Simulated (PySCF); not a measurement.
## Calculated data, CH₂AlBF, H₄OSi₂, Al₂H₃O, Al₂BH₆N

Calculation on a computer-drawn molecule: optimised geometry and harmonic frequencies of an isolated molecule of the commonest isotopes, restricted reference for singlets and unrestricted otherwise, frozen core in MP2. Program: PySCF 2.14.0.

Common to all runs: basis cc-pV(D+d)Z.

```yaml
- entry: 1
  formula: CH2AlBF
  start_structure:
    atoms_angstrom:
      - [F, -2.433, 1.2389, 2.3133]
      - [B, -1.4103, 1.123, 1.5959]
      - [C, -0.2649, 0.9695, 0.8015]
      - [Al, 0.7944, -0.4988, 0.5721]
      - [H, 0.0243, 1.865, 0.2448]
      - [H, 1.7078, -1.7228, 0.3584]
  given:
    charge: 1
    multiplicity: 1
    method: MP2
    drawn_bonds_atom: [1, 2, 3, 3, 4]
    drawn_bonds_other_atom: [2, 3, 4, 5, 6]
    drawn_bonds_order: [1, 2, 1, 1, 1]
  results:
    optimised_atom_element: [F, B, C, Al, H, H]
    "optimised_atom_x [angstrom]": [-2.443, -1.408, -0.2538, 0.7924, 0.03965, 1.691]
    "optimised_atom_y [angstrom]": [1.203, 1.119, 0.9931, -0.4959, 1.896, -1.74]
    "optimised_atom_z [angstrom]": [2.334, 1.596, 0.7842, 0.5725, 0.2215, 0.3776]
    "modes_frequency [cm^-1]": [113.5, 327.1, 391.2, 427.2, 442.3, 498.6, 703.1, 868.2, 1103, 1802, 2113, 3172]
    "modes_reduced_mass [dalton]": [5.703, 1.294, 1.345, 1.374, 4.663, 4.233, 4.991, 1.289, 8.133, 11.31, 1.049, 1.086]
    "rotational_constants [GHz]": [35.72, 2.433, 2.278]
    "total_energy [hartree]": -405.2677
    "convergence_status_largest_gradient_component [hartree/bohr]": 1.078e-05
- entry: 2
  formula: H4OSi2
  start_structure:
    atoms_angstrom:
      - [Si, 1.1196, 0.0966, -0.6653]
      - [O, -0.2674, 0.7683, -0.074]
      - [Si, -1.8209, 1.2749, -0.3261]
      - [H, 0.6633, -0.1235, -2.1123]
      - [H, -1.9095, 2.7166, -0.0215]
      - [H, -2.7212, 0.5212, 0.5686]
      - [H, -2.2071, 1.0393, -1.7338]
  given:
    charge: 0
    multiplicity: 1
    method: MP2
    drawn_bonds_atom: [1, 2, 1, 3, 3, 3]
    drawn_bonds_other_atom: [2, 3, 4, 5, 6, 7]
    drawn_bonds_order: [1, 1, 1, 1, 1, 1]
  results:
    optimised_atom_element: [Si, O, Si, H, H, H, H]
    "optimised_atom_x [angstrom]": [1.107, -0.2222, -1.792, 0.5017, -1.92, -2.732, -2.086]
    "optimised_atom_y [angstrom]": [0.09082, 0.785, 1.264, -0.06349, 2.712, 0.515, 0.9897]
    "optimised_atom_z [angstrom]": [-0.7047, 0.05025, -0.326, -2.111, -0.05601, 0.5345, -1.751]
    "modes_frequency [cm^-1]": [68.94, 170.0, 243.2, 598.1, 735.9, 747.5, 909.1, 965.8, 986.6, 992.4, 1042, 2008, 2290, 2304, 2305]
    "modes_reduced_mass [dalton]": [1.409, 4.364, 1.353, 6.414, 1.244, 1.183, 1.141, 3.107, 1.052, 1.105, 1.434, 1.043, 1.031, 1.038, 1.053]
    "rotational_constants [GHz]": [39.69, 3.244, 3.107]
    "total_energy [hartree]": -655.4615
    "convergence_status_largest_gradient_component [hartree/bohr]": 4.386e-06
- entry: 3
  formula: Al2H3O
  start_structure:
    atoms_angstrom:
      - [O, -0.5398, -1.0915, -0.958]
      - [Al, -0.3651, 0.5905, -0.9009]
      - [Al, -0.7768, 2.3103, 1.0536]
      - [H, -0.811, -1.7323, -0.3224]
      - [H, 0.4585, 2.8498, 1.8928]
      - [H, -2.1263, 3.1461, 1.0878]
  given:
    charge: 0
    multiplicity: 2
    method: MP2
    drawn_bonds_atom: [1, 2, 1, 3, 3]
    drawn_bonds_other_atom: [2, 3, 4, 5, 6]
    drawn_bonds_order: [1, 1, 1, 1, 1]
  results:
    optimised_atom_element: [O, Al, Al, H, H, H]
    "optimised_atom_x [angstrom]": [-0.5179, -0.4287, -0.8006, -0.7893, 0.4927, -2.117]
    "optimised_atom_y [angstrom]": [-1.119, 0.56, 2.328, -1.808, 2.906, 3.205]
    "optimised_atom_z [angstrom]": [-1.038, -0.7077, 1.137, -0.42, 1.847, 1.035]
    "modes_frequency [cm^-1]": [84.43, 143.3, 285.7, 304.3, 353.8, 479.4, 520.9, 758.7, 846.7, 1933, 1950, 3916]
    "modes_reduced_mass [dalton]": [5.329, 1.452, 10.36, 1.089, 1.19, 1.245, 1.185, 1.073, 6.642, 1.024, 1.061, 1.068]
    "rotational_constants [GHz]": [42.68, 2.432, 2.383]
    "total_energy [hartree]": -560.7614
    spin_squared: 0.8031
    "convergence_status_largest_gradient_component [hartree/bohr]": 2.827e-05
- entry: 4
  formula: Al2BH6N
  start_structure:
    atoms_angstrom:
      - [B, 0.7282, 1.25, -3.0075]
      - [Al, -0.5169, 0.8883, -1.4316]
      - ["N", 0.5016, 0.3963, -0.0398]
      - [Al, -2.7736, 0.7112, -0.0981]
      - [H, 1.1804, 0.3025, -3.5937]
      - [H, 1.3757, 2.1471, -3.1155]
      - [H, 0.9517, 1.0371, 0.5962]
      - [H, 0.8227, -0.4994, 0.2383]
      - [H, -2.591, 0.3609, 1.4103]
      - [H, -4.3011, 0.945, -0.3443]
  given:
    charge: 0
    multiplicity: 1
    method: HF
    drawn_bonds_atom: [1, 2, 2, 1, 1, 3, 3, 4, 4]
    drawn_bonds_other_atom: [2, 3, 4, 5, 6, 7, 8, 9, 10]
    drawn_bonds_order: [1, 1, 1, 1, 1, 1, 1, 1, 1]
  results:
    optimised_atom_element: [B, Al, "N", Al, H, H, H, H, H, H]
    "optimised_atom_x [angstrom]": [0.4723, -0.225, 0.9741, -2.753, 0.5913, 0.7354, 1.969, 0.757, -3.188, -3.955]
    "optimised_atom_y [angstrom]": [1.26, 0.7409, 0.2951, 0.7093, 0.4509, 2.392, 0.2586, 0.03765, 0.3107, 1.083]
    "optimised_atom_z [angstrom]": [-2.929, -0.9545, 0.2786, -0.1971, -3.815, -3.253, 0.1501, 1.224, 1.283, -1.172]
    "modes_frequency [cm^-1]": [37.14, 99.83, 132.8, 163.2, 163.7, 328.8, 397.3, 406.2, 487.1, 543.8, 558.2, 582.5, 701.8, 821.2, 848.2, 899.3, 1248, 1684, 1930, 1936, 2629, 2691, 3769, 3849]
    "modes_reduced_mass [dalton]": [1.042, 3.166, 1.107, 3.012, 2.79, 7.742, 1.018, 1.206, 1.243, 1.148, 4.13, 1.308, 1.322, 4.927, 1.103, 1.448, 1.132, 1.109, 1.055, 1.029, 1.055, 1.119, 1.052, 1.093]
    "rotational_constants [GHz]": [5.327, 2.277, 1.616]
    "total_energy [hartree]": -566.4487
    "convergence_status_largest_gradient_component [hartree/bohr]": 1.183e-05
```
